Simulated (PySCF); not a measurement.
Stepwise substitution at one centre (B OH-I). Gas-phase values, no solvent. One relaxed conformer stands for each flexible species; it need not be the lowest. Strings in code marks are SMILES.

Quantity: redistribution energy (mixed species minus the weighted end members), in kcal/mol.

Case: 2 of 3 OH replaced by I: `OB(I)I` (H–O–B–I torsion 0°). The other species in the difference include `OB(O)O` (neutral, multiplicity 1). Geometry of `OB(I)I` (neutral, multiplicity 1, Å):

```xyz
5

O     -0.8458    -0.7913     0.0095
B      0.2527    -0.0315     0.0012
I      0.1161     2.1082    -0.0321
I      2.1461    -0.9940     0.0219
H     -1.6692    -0.2915    -0.0005
```

Question: Predict the redistribution energy (mixed species minus the weighted end members) from PBE0-D3(BJ)/def2-TZVP (PySCF).

Answer: -2.28 kcal/mol.
